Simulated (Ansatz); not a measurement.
Relaxation of H6O2SSi (10 atoms, charge 0, multiplicity 1), to a largest force component of 0.03 eV/Å in at most 50 steps.

The calculation used UKS PBE0-D4/def2-SVP in Ansatz 0.2.0.

```xyz
10
Properties=species:S:1:pos:R:3
Si 0.249 -1.006 -0.617
S 1.319 -0.534 1.203
H 1.122 -1.837 -1.485
H -0.902 -1.787 -0.073
O -0.200 0.291 -1.529
H -1.090 0.589 1.334
O -1.329 1.288 0.705
H 2.266 0.231 0.612
H -0.818 0.839 -1.008
H -0.618 1.926 0.858
```

Problem. Where does it end, and by what steps?

Solution. It converged. The force dipped under the threshold on the way, but the program's further checks kept it going. After 20 steps the energy has fallen by 0.136 eV; H10 moved furthest, 0.63 Å.

| step | energy less start (eV) | largest force component (eV/Å) | accepted |
| --- | --- | --- | --- |
| 0 | 0.0000 | 0.290 | yes |
| 1 | -0.0487 | 0.253 | yes |
| 2 | -0.0558 | 0.212 | yes |
| 3 | -0.0679 | 0.202 | yes |
| 4 | -0.0729 | 0.184 | yes |
| 5 | -0.0761 | 0.180 | yes |
| 6 | -0.0784 | 0.173 | yes |
| 7 | -0.0805 | 0.157 | yes |
| 8 | -0.0652 | 1.036 | no |
| 9 | -0.0910 | 0.082 | yes |
| 10 | -0.0992 | 0.320 | yes |
| 11 | -0.1168 | 0.179 | yes |
| 12 | -0.1104 | 0.247 | no |
| 13 | -0.1220 | 0.079 | yes |
| 14 | -0.1274 | 0.198 | yes |
| 15 | -0.1272 | 0.252 | no |
| 16 | -0.1318 | 0.084 | yes |
| 17 | -0.1343 | 0.031 | yes |
| 18 | -0.1356 | 0.020 | yes |
| 19 | -0.1355 | 0.159 | no |
| 20 | -0.1358 | 0.012 | yes |

```xyz
10
Properties=species:S:1:pos:R:3
Si 0.275 -1.189 -0.703
S 1.156 -0.727 1.234
H 1.319 -1.723 -1.615
H -0.714 -2.246 -0.343
O -0.361 0.158 -1.397
H -0.621 1.011 1.287
O -1.287 1.488 0.761
H 2.112 0.085 0.728
H -0.857 0.730 -0.768
H -1.022 2.413 0.818
```

Whether the end is a true minimum wasn't checked by a vibrational analysis.

The run took 45 s on 2 threads of Intel(R) Xeon(R) Platinum 8488C (Sapphire Rapids) (shared host), peak memory 0.28 GiB.
